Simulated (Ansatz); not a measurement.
Job for Ansatz (a quantum-chemistry and plane-wave program): R-CCSD(T)/def2-TZVPPD on GeH4 (SMILES [GeH4]) with ghost functions, monomers drawn apart or pushed together. Files ending in .json are basis or fitting sets from the Basis Set Exchange. The run froze 14 orbitals, filled d shells among them.

Ansatz 0.2 input:
```yaml
crystal:
  periodic: [false, false, false]
  atoms:
    - {symbol: Ge, position_ang: [-0.01911215, -0.00796512, 3.12977281]}
    - {symbol: H, position_ang: [0.14040570, -0.92916511, 4.34614691]}
    - {symbol: H, position_ang: [-0.01983192, -0.88053294, 1.85735881]}
    - {symbol: H, position_ang: [1.15261092, 0.97804320, 3.05086979]}
    - {symbol: H, position_ang: [-1.34863048, 0.75211073, 3.20763052]}
basis:
  gaussian:
    orbitals: def2-TZVPPD.json
    ghost_atoms:
      - {symbol: Cl, position_ang: [-0.44229765, 0.89322134, -0.64111788]}
      - {symbol: H, position_ang: [-0.26787755, 0.01493386, 0.28110514]}
magnetization: {spin_polarized: false}
correlation: {method: ccsd_t, electrons: outside_noble_gas}
scf: {lower_state_search: off}
```

Program output:

```
Functional definition: HF
[...]
these checks for a lower state are left out or cut short: stability, starts, cluster_reference, orbital_swaps, neighbouring_geometries, increment
integrals: 0.69 GiB planned
1078 factors; integrals over basis functions are off by at most 1.2e-3 eV
mean field: 0.49 GiB planned
mean field evaluation 1: about -56535.9633 eV, gradient 1.0e1 eV
mean field evaluation 2: about -56535.9886 eV, gradient 1.1e1 eV
mean field evaluation 4: about -56536.5319 eV, gradient 2.2e0 eV
mean field evaluation 8: about -56536.5393 eV, gradient 1.1e-4 eV
mean field -56536.53925330 eV, -2077.6794957162 hartree, gradient 3.0e-6 eV, S^2 0.000000; 0 other end points of the search recorded, 0 dependent functions left out
14 core orbitals not correlated
reference -56536.53925330 eV, -2077.6794957162 hartree; 4, 4 occupied and 172, 172 virtual orbitals, 1078 factors
second order -3.79590680 eV of doubles, -0.00000000 eV of singles
coupled cluster: 1.61 GiB planned
cycle   1  -4.35584541 eV  change   -5.6e-1 eV  update   5.4e-2
cycle   2  -4.56721936 eV  change   -2.1e-1 eV  update   1.9e-2
cycle   3  -4.57313649 eV  change   -5.9e-3 eV  update   4.1e-3
cycle   4  -4.57193392 eV  change    1.2e-3 eV  update   1.3e-3
cycle   5  -4.57158886 eV  change    3.5e-4 eV  update   3.8e-4
cycle   6  -4.57155283 eV  change    3.6e-5 eV  update   9.2e-5
cycle   7  -4.57156369 eV  change   -1.1e-5 eV  update   2.5e-5
cycle   8  -4.57156856 eV  change   -4.9e-6 eV  update   7.2e-6
perturbative correction -0.10129008 eV, -0.0037223419 hartree
Total energy: -56541.21211195 eV, -2077.8512201040 hartree
Checks for a lower state left out: stability, starts, cluster_reference, orbital_swaps, neighbouring_geometries, increment
```

Self-consistency was reached.

Cost: about 19 core-seconds (a rough figure).
